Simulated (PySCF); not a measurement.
A series of related molecules.

All values: PBE0/pcSseg-1 (PySCF) at GFN2-xTB geometries, gas phase, one conformer each.

**Question.** Rank by dipole moment, lowest first.
A. `[CH:1]#[C:2][C@:3]([CH3:4])([CH2:5][C:6]#[N:7])[NH:8][SiH3:9]` with C2–C3–C5–C6 180°, C2–C3–N8–Si9 38°
B. `[CH:1]#[C:2][C@@:3]([CH3:4])([C:5]#[C:6][CH3:7])[NH:8][SiH3:9]` with C2–C3–N8–Si9 78°
C. `[CH:1]#[C:2][C@:3]([CH3:4])([NH:5][SiH3:6])[C:7](=[CH2:8])[CH3:9]` with C2–C3–N5–Si6 -73°, C2–C3–C7–C8 6°
D. `[CH:1]#[C:2][C@:3]([CH3:4])([CH2:5][CH:6]=[CH2:7])[NH:8][SiH3:9]` with C2–C3–C5–C6 -62°, C3–C5–C6–C7 -106°, C2–C3–N8–Si9 -162°
E. `[CH:1]#[C:2][C@:3]([CH3:4])([NH:5][SiH3:6])[CH:7]1[CH2:8][CH2:9]1` with C2–C3–N5–Si6 132°, C2–C3–C7–C8 89°
F. `[H]/[N:6]=[CH:5]/[C@@:3]([C:2]#[CH:1])([CH3:4])[NH:7][SiH3:8]` with C2–C3–C5–N6 -105°, C2–C3–N7–Si8 -171°

**Answer.** E (0.57 D), D (0.73 D), C (0.91 D), F (1.10 D), B (1.28 D), A (3.23 D).

All values together:

| SMILES | change | formula | μ (D) | HOMO (eV) | LUMO (eV) | lowest IAO charge (e) | highest IAO charge (e) | lowest Hirshfeld charge (e) | highest Hirshfeld charge (e) |
| --- | --- | --- | --- | --- | --- | --- | --- | --- | --- |
| C#C[C@@H](C)N[SiH3] | parent | C4H9NSi | 0.72 | -6.97 | 0.54 | -0.667 (N) | +0.750 (Si) | -0.236 (N) | +0.344 (Si) |
| C#C[C@@](C)(C[SiH3])N[SiH3] | H on C replaced by CH2SiH3 | C5H13NSi2 | 1.41 | -6.92 | 0.40 | -0.676 (N) | +0.742 (Si) | -0.227 (N) | +0.333 (Si) |
| C#C[C@](C)(CC=C)N[SiH3] | H on C replaced by allyl | C7H13NSi | 0.73 | -6.89 | 0.19 | -0.670 (N) | +0.731 (Si) | -0.236 (N) | +0.339 (Si) |
| [H]/N=C/[C@](C)(C#C)N[SiH3] | H on C replaced by CH=NH | C5H10N2Si | 1.10 | -7.06 | -0.56 | -0.675 (N) | +0.736 (Si) | -0.237 (N) | +0.342 (Si) |
| C#C[C@@](C)(CCC)N[SiH3] | H on C replaced by nPr | C7H15NSi | 0.80 | -6.84 | 0.69 | -0.673 (N) | +0.733 (Si) | -0.233 (N) | +0.341 (Si) |
| C#C[C@@](C)(C#CC)N[SiH3] | H on C replaced by propynyl | C7H11NSi | 1.28 | -6.94 | 0.54 | -0.664 (N) | +0.738 (Si) | -0.234 (N) | +0.340 (Si) |
| C#C[C@](C)(C=C)N[SiH3] | H on C replaced by vinyl | C6H11NSi | 0.60 | -6.88 | 0.22 | -0.669 (N) | +0.735 (Si) | -0.233 (N) | +0.341 (Si) |
| C#C[C@](C)(CC#N)N[SiH3] | H on C replaced by CH2CN | C6H10N2Si | 3.23 | -7.29 | 0.03 | -0.675 (N) | +0.742 (Si) | -0.235 (N) | +0.338 (Si) |
| C#C[C@@](C)(/C=N\C)N[SiH3] | H on C replaced by CH=NMe | C6H12N2Si | 1.33 | -6.49 | -0.45 | -0.674 (N) | +0.739 (Si) | -0.229 (N) | +0.336 (Si) |
| C#C[C@](C)(N[SiH3])C1CC1 | H on C replaced by cPr | C7H13NSi | 0.57 | -6.92 | 0.68 | -0.675 (N) | +0.742 (Si) | -0.223 (N) | +0.345 (Si) |
| C#C[C@](C)(N[SiH3])C(=C)C | H on C replaced by isopropenyl | C7H13NSi | 0.91 | -6.97 | 0.21 | -0.668 (N) | +0.739 (Si) | -0.230 (N) | +0.331 (Si) |

Conformers: `[CH:1]#[C:2][C@@H:3]([CH3:4])[NH:5][SiH3:6]` with C2–C3–N5–Si6 86°; `[CH:1]#[C:2][C@@:3]([CH3:4])([CH2:5][SiH3:6])[NH:7][SiH3:8]` with C2–C3–C5–Si6 70°, C2–C3–N7–Si8 32°; `[CH:1]#[C:2][C@:3]([CH3:4])([CH2:5][CH:6]=[CH2:7])[NH:8][SiH3:9]` with C2–C3–C5–C6 -62°, C3–C5–C6–C7 -106°, C2–C3–N8–Si9 -162°; `[H]/[N:6]=[CH:5]/[C@@:3]([C:2]#[CH:1])([CH3:4])[NH:7][SiH3:8]` with C2–C3–C5–N6 -105°, C2–C3–N7–Si8 -171°; `[CH:1]#[C:2][C@@:3]([CH3:4])([CH2:5][CH2:6][CH3:7])[NH:8][SiH3:9]` with C2–C3–C5–C6 64°, C3–C5–C6–C7 -178°, C2–C3–N8–Si9 167°; `[CH:1]#[C:2][C@@:3]([CH3:4])([C:5]#[C:6][CH3:7])[NH:8][SiH3:9]` with C2–C3–N8–Si9 78°; `[CH:1]#[C:2][C@:3]([CH3:4])([CH:5]=[CH2:6])[NH:7][SiH3:8]` with C2–C3–C5–C6 6°, C2–C3–N7–Si8 -157°; `[CH:1]#[C:2][C@:3]([CH3:4])([CH2:5][C:6]#[N:7])[NH:8][SiH3:9]` with C2–C3–C5–C6 180°, C2–C3–N8–Si9 38°; `[CH:1]#[C:2][C@@:3]([CH3:4])(/[CH:5]=[N:6]\[CH3:7])[NH:8][SiH3:9]` with C2–C3–C5–N6 64°, C2–C3–N8–Si9 36°; `[CH:1]#[C:2][C@:3]([CH3:4])([NH:5][SiH3:6])[CH:7]1[CH2:8][CH2:9]1` with C2–C3–N5–Si6 132°, C2–C3–C7–C8 89°; `[CH:1]#[C:2][C@:3]([CH3:4])([NH:5][SiH3:6])[C:7](=[CH2:8])[CH3:9]` with C2–C3–N5–Si6 -73°, C2–C3–C7–C8 6°.

**Question.** Give the shifts from the parent, `C#C[C@@H](C)N[SiH3]`.

**Answer.** 
```tsv
SMILES	change in μ (D)	change in HOMO (eV)	change in LUMO (eV)
C#C[C@@](C)(C[SiH3])N[SiH3]	+0.69	+0.05	-0.14
C#C[C@](C)(CC=C)N[SiH3]	+0.01	+0.08	-0.35
[H]/N=C/[C@](C)(C#C)N[SiH3]	+0.38	-0.09	-1.10
C#C[C@@](C)(CCC)N[SiH3]	+0.08	+0.13	+0.15
C#C[C@@](C)(C#CC)N[SiH3]	+0.56	+0.03	0.00
C#C[C@](C)(C=C)N[SiH3]	-0.12	+0.09	-0.32
C#C[C@](C)(CC#N)N[SiH3]	+2.51	-0.32	-0.51
C#C[C@@](C)(/C=N\C)N[SiH3]	+0.61	+0.48	-0.99
C#C[C@](C)(N[SiH3])C1CC1	-0.15	+0.05	+0.14
C#C[C@](C)(N[SiH3])C(=C)C	+0.19	0.00	-0.33
```
